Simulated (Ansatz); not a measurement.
`[O]=[Mo]([F])([F])([F])[F]`, relaxed with RKS PBE-D4/def2-SVP in the Gaussian-basis code of Ansatz from a rough embedded geometry. The force threshold is 0.03 eV/Å; the program also tests the step.

Charge 0, multiplicity 1. Mo takes the def2 core potential.

Start:

```xyz
6

O     0.949    1.828    0.226
Mo    1.146    0.091   -0.259
F     0.047   -1.679   -0.063
F    -0.741   -0.453   -0.932
F    -0.429    0.730    0.632
F    -0.972   -0.516    0.397
```

```csv
step,energy (eV),largest force (eV/Å),largest move (Å)
1,-14729.2171,20.250,0.000
2,-14738.2854,9.757,0.195
3,-14743.1561,4.607,0.195
4,-14746.6727,3.193,0.195
5,-14749.0849,2.737,0.195
6,-14751.0694,3.683,0.195
7,-14753.3135,3.640,0.200
8,-14754.4518,2.466,0.195
9,-14754.8343,1.385,0.199
10,-14754.8793,0.251,0.067
11,-14754.8810,0.036,0.036
12,-14754.8815,0.005,0.027
```

End:

```xyz
6

O     1.445    1.010   -0.356
Mo    0.080    0.056   -0.022
F     1.064   -1.439    0.352
F    -0.640    0.258   -1.690
F    -0.494    1.139    1.337
F    -1.454   -1.023    0.379
```

It took 19 s on 4 threads of an Arm Neoverse V1 on a shared host, with 0.12 GiB of host memory at the peak.
